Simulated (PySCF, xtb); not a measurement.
hydrogen iodide cation (HI), SMILES I (connectivity only; charge and spin as stated), charge +1, multiplicity 2.

Harmonic wavenumbers (cm⁻¹) from GFN2-xTB run with xtb at its own minimum, in rising order: 2004.

Q: What does PBE0-D3(BJ)/def2-TZVPD in PySCF give at its own minimum? (Estimate from the structure and the level; the computed values follow.)

A: 2231. Paired by order, the mean absolute difference is 227 cm⁻¹ and the zero-point energies are 2.9 and 3.2 kcal/mol.
